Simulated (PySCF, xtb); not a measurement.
Sn(H)(Cl)2(OMe) (CH₄Cl₂OSn), SMILES [SnH]([O]C)([Cl])[Cl].

GFN2-xTB run with xtb at its own geometry gives an orbital gap of 3.18 eV and a dipole moment of 2.87 D.

Geometry: B3LYP-D3(BJ)/def2-SVP. The def2 effective core potentials stand for the cores of Sn; spin–orbit coupling is left out. One conformer was computed; it need not be the lowest.

Problem. What does ωB97X/def2-TZVP in PySCF give? (Estimate from the structure and the level; the computed values follow.)

Solution. gap 10.73 eV (levels -10.83 and -0.09 eV), dipole 1.34 D.
